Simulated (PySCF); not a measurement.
# Telling isomers of C5H7F4P apart by NMR

[PySCF: shieldings: GIAO PBE0/pcSseg-1; geometry from GFN2-xTB; equivalent nuclei averaged; one conformer; relativity neglected; gas phase]

References, each an isolated molecule treated in the same way: 1H (σref 31.72) and 13C (σref 186.93) against TMS. Splittings of carbon signals by F and P are missing where no couplings were computed. Where no couplings were computed, multiplicities follow the n + 1 count of equivalent neighbours, and m marks all less simple cases (inequivalent or close neighbours, rings, F or P nearby). Shifts are as computed. Against solution values, carbons near 30 ppm lie about +3 ppm off and those near 130 ppm about +5 ppm. Of 1211 compounds with measured shifts, 218 miss one by over three times the rms of a fit or turn the order of signals round; such compounds aren't used in these exercises.

(1) Tabulate the signals of `CC(C)/C(F)=P/C(F)(F)F`, `C/C(F)=P/CCC(F)(F)F` and their relative energies.

(2) What is the quickest way to tell CC(C)/C(F)=P/C(F)(F)F from C/C(F)=P/CCC(F)(F)F?

## Answers

(1) 
```json
{"SMILES": "CC(C)/C(F)=P/C(F)(F)F", "carbon types": "2×C 1×CH 2×CH3", "δC": "251.3, 140.4, 42.1, 22.6", "δH": "2.68 (m, 1H), 1.33 (d, 6H)", "E rel. (kcal/mol)": "12.8"}
{"SMILES": "C/C(F)=P/CCC(F)(F)F", "carbon types": "2×C 2×CH2 1×CH3", "δC": "231.3, 135.4, 36.3, 27.3, 20.5", "δH": "2.54 (m, 3H), 2.30 (m, 2H), 2.24 (m, 2H)", "E rel. (kcal/mol)": "0.0"}
```

Energies are electronic energies at PBE0/pcSseg-1 on these geometries, without zero-point or thermal terms, each for the one conformer computed, which needn't be the lowest.

(2) Count the carbon signals: 4 against 5. The first has an sp3 CH at 42.1 ppm, the second an sp3 CH2 at 36.3 ppm. Their most deshielded carbons lie at 251.3 and 231.3 ppm.
